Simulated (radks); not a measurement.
Results of a calculation; reference values are marked as such.
Spherical quantum dot in the effective-mass picture: electrons in a well V = -V0 / (1 + exp((r - R)/a)) with V0 = 39.4, R = 1.69, a = 0.085, with a point charge +1 (a donor) at the centre, all in effective atomic units (hartree* = m*/eps^2 hartree, bohr* = eps/m* bohr), one dielectric constant everywhere. Level of theory: non-relativistic Kohn-Sham, LDA (Slater exchange, Perdew-Wang correlation), spin-polarised, spherical densities (a radial shooting solver with Libxc functionals). Levels are named by radial order and angular momentum (1s, 1p, 1d, 2s, ...), and open shells are averaged over m. Each electron was tried in the lowest free levels, single moves between levels near the top were tried too, and the lowest total energy was kept; such a search can miss a lower state. At N = 1 the Hartree and exchange-correlation terms need not cancel, so that row can carry a self-interaction error.

N,open shells,2S,E (hartree*),mu = E(N) - E(N-1) (hartree*),addition energy mu(N+1) - mu(N) (hartree*),e(HOMO) (hartree*),rms radius (bohr*)
1,"1s(up 1, down 0)",1,-39.1623,-39.162,1.109,-38.738,0.8123
2,none,0,-77.2154,-38.053,2.881,-37.632,0.8426
3,"1p(up 1, down 0)",1,-112.388,-35.172,0.7656,-34.796,0.9225
4,"1p(up 2, down 0)",2,-146.794,-34.407,0.7879,-34.015,0.9639
5,"1p(up 3, down 0)",3,-180.413,-33.619,1.023,-33.222,0.9910
6,"1p(up 3, down 1)",2,-213.009,-32.595,0.7499,-32.225,1.012
7,"1p(up 3, down 2)",1,-244.854,-31.845,0.7680,-31.463,1.028
8,none,0,-275.932,-31.077,2.844,-30.691,1.042
9,"1d(up 1, down 0)",1,-304.165,-28.234,0.7263,-27.872,1.062
10,"1d(up 2, down 0)",2,-331.673,-27.507,0.7306,-27.143,1.078
11,"1d(up 3, down 0)",3,-358.450,-26.777,0.7330,-26.411,1.092
12,"1d(up 4, down 0)",4,-384.493,-26.044,0.7342,-25.677,1.104
13,"1d(up 5, down 0)",5,-409.803,-25.310,0.9434,-24.942,1.115
14,"1d(up 5, down 1)",4,-434.169,-24.366,0.7138,-24.010,1.124
15,"1d(up 5, down 2)",3,-457.822,-23.653,0.7178,-23.294,1.133
16,"1d(up 5, down 3)",2,-480.757,-22.935,0.7202,-22.575,1.141
17,"1d(up 5, down 4)",1,-502.971,-22.214,0.7215,-21.854,1.148
18,none,0,-524.464,-21.493,1.883,-21.132,1.154
19,"2s(up 1, down 0)",1,-544.074,-19.610,1.078,-19.153,1.152
20,none,0,-562.606,-18.532,1.605,-18.071,1.150
21,"1f(up 1, down 0)",1,-579.533,-16.927,0.6946,-16.580,1.158
22,"1f(up 2, down 0)",2,-595.766,-16.233,0.6953,-15.885,1.166
23,"1f(up 3, down 0)",3,-611.303,-15.537,0.6956,-15.190,1.173
24,"1f(up 4, down 0)",4,-626.145,-14.842,0.6958,-14.494,1.179
25,"1f(up 5, down 0)",5,-640.290,-14.146,-,-13.798,1.186

All shells are closed at N = 2, 8, 18, 20 (there: 1s2 1p6 1d10 2s2); the second difference of the energy has clear peaks (12 % above both neighbours; the first and last values, which can be the largest, are not judged, and half-filled shells can peak too) at N = 2, 5, 8, 13, 18, 20.
